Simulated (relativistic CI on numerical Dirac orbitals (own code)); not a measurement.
## Ni4+ in a cubic cluster: 2p photoemission with charge transfer

Computed with a charge-transfer multiplet model of a cubic metal-ligand cluster with up to 3 ligand holes, Slater and spin-orbit integrals from Dirac-Coulomb-Breit ions, Slater integrals scaled by 0.9. The parameters are those of a tetrahedral site (10Dq negative, t2 hopping the larger). The ground state mixes d6 with configurations of k ligand holes L, whose averages lie at kΔ + k(k − 1)U_dd/2; a core hole lowers each added d electron by U_cd. 300 K, Lorentzian 0.6 eV and Gaussian 0.8 eV FWHM.

Atomic integrals in eV (Slater integrals scaled, ζ unscaled), ground: F2dd 12.773, F4dd 8.015, zeta_d 0.099; with the core hole: F2dd 14.229, F4dd 8.968, zeta_d 0.136, zeta_core 11.396, F2cd 8.696, G1cd 6.813, G3cd 3.880.

Cluster parameters (eV): U_dd = 6.8, U_cd = 8.4, 10Dq = -0.35, 10Dq(ligand) = 0, V(eg) = 1.43, V(t2g) = -2.42, final-state hopping factor = 0.8.

Weights, n_d and S are thermal averages at 300 K. Binding energies count from the first peak over 30 % of the highest in each spectrum, which can be another peak from case to case. The parameters are a model scan and need not match a compound or its usual spin state. Peaks in eV (height, largest 100): 0.0 (100), 7.8 (44), 12.9 (20), 18.6 (52), 26.2 (25), 33.0 (6).

Q: Which parameters give this spectrum?
A. Δ = -0.2 eV
B. Δ = 0.8 eV
C. Δ = -2.2 eV

A: C. Δ = -2.2 eV; the ground state then has 6.83 d electrons and S = 1.99. The choice follows from running the model for each set and comparing peak positions and heights.
